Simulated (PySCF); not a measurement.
Cartesian coordinates in Å; atom numbers follow the order of the lines, from 1:
```xyz
13

C     2.673    0.672    0.010
C     1.351    0.095   -0.083
C     0.261   -0.394   -0.167
C    -1.078   -0.949   -0.259
C    -2.111    0.109    0.103
Cl   -3.758   -0.510   -0.171
Cl   -1.941    0.590    1.809
H     2.658    1.520    0.694
H     3.378   -0.070    0.384
H     3.002    1.012   -0.971
H    -1.266   -1.286   -1.283
H    -1.175   -1.804    0.414
H    -1.999    1.014   -0.498
```

Geometry: GFN2-xTB; GIAO shifts from PySCF, gas phase, non-relativistic, averaged over equivalent atoms.

At WP04/pcseg-1 (136 basis functions, 30 s wall time on 1 thread of an Intel Xeon Platinum 8259CL, shared host):
| atoms | δ (ppm) |
| --- | --- |
| C5 | 97.0 |
| C2 | 76.4 |
| C3 | 69.3 |
| C4 | 39.5 |
| C1 | 7.0 |
| H13 | 5.58 |
| H11/H12 | 2.92 |
| H8/H9/H10 | 1.97 |

Referencing at the same level of theory: TMS for 13C (σ = 186.65 ppm), 1H (σ = 32.09 ppm).

**Question.** Predict the values at revPBE/pcSseg-1 on the same geometry.

**Answer.** 
```
    atoms  δ at revPBE/pcSseg-1  change
       C5                  90.6    -6.4
       C2                  84.8    +8.4
       C3                  77.6    +8.3
       C4                  39.7    +0.2
       C1                   5.4    -1.6
      H13                  6.01   +0.43
  H11/H12                  3.03   +0.11
H8/H9/H10                  2.03   +0.06
```

Chemical shifts δ = σref − σ; 13C (182.71 ppm), 1H (31.77 ppm) against TMS, all at this level.

The largest change is at C2 (alkyne carbon). Cost: 163 basis functions, 35 s wall time on 1 thread of an Intel Xeon Platinum 8259CL, shared host. The order of the carbon signals is the same at both levels.

Carbons that carry Cl, above all several Cl atoms, come out too deshielded, partly because spin–orbit coupling is missing.
